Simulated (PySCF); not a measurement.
## Gallium: a sound run and one with changed settings

Sound run: Ga⁺ [Ar] 3d10 4s2, Ga²⁺ [Ar] 3d10 4s1. All numbers are calculated (PySCF 2.14, the spin-free X2C one-electron Hamiltonian (Gaussian nucleus), in cc-pVTZ-DK (6s5p3d1f, 43 functions)). In the sound run the correlated levels freeze [Ar] 3d10. The sound run starts from symmetry-adapted Hartree-Fock orbitals and uses a fine grid where one is needed.

Changed run: initial guess 1e, at most 50 SCF cycles, level shift 2.0 hartree.

```tsv
species	method	sound run (hartree)	changed run (hartree)	converged
Ga⁺	UHF	-1941.97146	-1941.97146	yes
Ga⁺	PBE	-1943.33717	-1943.33717	yes
Ga⁺	M06-2X	-1943.66655	-1943.66655	yes
Ga⁺	MP2	-1941.99728	-1941.97840	yes
Ga⁺	CCSD(T)	-1942.00790	-1942.00790	yes
Ga²⁺	UHF	-1941.28160	-1941.28160	yes
Ga²⁺	PBE	-1942.57319	-1942.57319	yes
Ga²⁺	M06-2X	-1942.91495	-1942.91495	yes
```

Ionisation energy of Ga⁺:

```tsv
method	sound run (eV)	changed run (eV)
UHF	18.772	18.772
PBE	20.789	20.789
M06-2X	20.452	20.452
MP2	19.475	18.961
SCS-MP2	19.615	18.999
CCSD	19.764	19.764
CCSD(T)	19.764	19.764
CCSDT	19.764	19.764
FCI	19.764	19.764
```

A level shift leaves the converged SCF energy unchanged but raises the virtual orbital energies, which shrinks MP2 if it is not removed.

For comparison, NIST gives 20.515 eV between the lowest levels.
